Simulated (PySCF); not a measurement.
**Magnetic susceptibility: `InChI=1S/C5H7F3OSi/c1-9-4-3(2-10-4)5(6,7)8/h2,10H2,1H3`**

Geometry (Å), atoms numbered from 1 in this order:
```xyz
17

C     2.349    0.199   -0.701
O     1.326    1.180   -0.611
C     0.109    0.828   -0.198
C    -0.479   -0.320    0.197
C     0.000   -1.719    0.342
F    -0.971   -2.536    0.778
F     0.452   -2.269   -0.812
F     1.022   -1.862    1.222
C    -1.909    0.068    0.523
Si   -1.469    1.879    0.038
H     3.233    0.726   -1.056
H     2.556   -0.244    0.275
H     2.081   -0.585   -1.412
H    -2.172   -0.122    1.562
H    -2.639   -0.452   -0.096
H    -2.074    2.391   -1.185
H    -1.422    2.850    1.124
```

Method used: PySCF 2.14.0, GIAO BHandHLYP/pcSseg-1 magnetisability, rotational g tensor and spin-rotation constants, non-relativistic, gas phase. Geometry: GFN2-xTB.

**Question.** What are the magnetisability and the molar susceptibility?

**Answer.** Isotropic -1371 × 10⁻³⁰ J/T², or -82.6 × 10⁻⁶ cm³/mol; principal values -1441, -1372, -1300 × 10⁻³⁰ J/T², anisotropy 122 × 10⁻³⁰ J/T² (root of half the summed squared differences of the principal values). The susceptibility is in cgs units.

**Question.** Split it along the inertial axes a, b, c into diamagnetic and paramagnetic parts about the centre of mass, with the quadrupole moment.

**Answer.** 
```tsv
axis	χ (10⁻⁶ cm³/mol)	diamagnetic (10⁻⁶ cm³/mol)	paramagnetic (10⁻⁶ cm³/mol)	summed x² of all electrons (Å²)	quadrupole Θ (D Å)
a	-81.6	-895.5	813.9	256.5	-2.93
b	-83.4	-1261.3	1177.8	170.3	+6.11
c	-82.6	-1810.9	1728.3	40.8	-3.18
```
Anisotropies 2χaa − χbb − χcc = +2.8 and 2χbb − χaa − χcc = -2.6 × 10⁻⁶ cm³/mol. Θ is traceless in Buckingham's convention.

**Question.** And the rotational g tensor?

**Answer.** 
| axis | rotational constant (GHz) | g | nuclear part | electronic part |
| --- | --- | --- | --- | --- |
| a | 1.5221 | -0.0216 | 0.5604 | -0.5820 |
| b | 0.9688 | -0.0153 | 0.5208 | -0.5361 |
| c | 0.6708 | -0.0092 | 0.5355 | -0.5446 |

Asymmetric top; isotopes 12C, 19F, 1H, 16O, 28Si; no vibrational averaging.
